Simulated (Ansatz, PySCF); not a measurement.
C₈H₁₂. Atoms are numbered in the order given.

```xyz
20

C     -1.7298    -0.1173    -0.6690
C     -1.7298    -0.1173     0.6690
C     -0.6504     0.4213     1.5663
C      0.6504    -0.4213     1.5663
C      1.7298     0.1173     0.6690
C      1.7298     0.1173    -0.6690
C      0.6504    -0.4213    -1.5663
C     -0.6504     0.4213    -1.5663
H     -2.5884    -0.5804    -1.1688
H     -2.5884    -0.5804     1.1688
H     -0.3988     1.4579     1.2813
H     -1.0438     0.4737     2.5925
H      1.0438    -0.4737     2.5925
H      0.3988    -1.4579     1.2813
H      2.5884     0.5804     1.1688
H      2.5884     0.5804    -1.1688
H      0.3988    -1.4579    -1.2813
H      1.0438    -0.4737    -2.5925
H     -0.3988     1.4579    -1.2813
H     -1.0438     0.4737    -2.5925
```
Charge 0, spin multiplicity 1.

Coordinates come from a PBE0-D3(BJ)/def2-SVP optimisation. The values are those of a single conformer.

Vertical ionisation energy (IE) and electron affinity (EA) in eV. Rows of orbital energies are one-electron estimates. Where ΔSCF, EOM or ADC give a negative EA the extra electron is unbound and the value depends on the basis.

```json
[
 {"level": "−ε(HOMO), −ε(LUMO), B3LYP/def2-SVP (PySCF)", "IE": "6.40", "EA": "-0.12"},
 {"level": "ΔSCF, CAM-B3LYP/def2-SVPD (Ansatz), final states of multiplicity 2 and 2", "IE": "8.74", "EA": "-1.89"}
]
```

Q: What vertical singlet–triplet gap does ΔSCF give with CAM-B3LYP/def2-SVPD (Ansatz, a first-principles code)? (Estimate from the structure and the level; the computed values follow.)

A: 4.13 eV (triplet above singlet where positive).
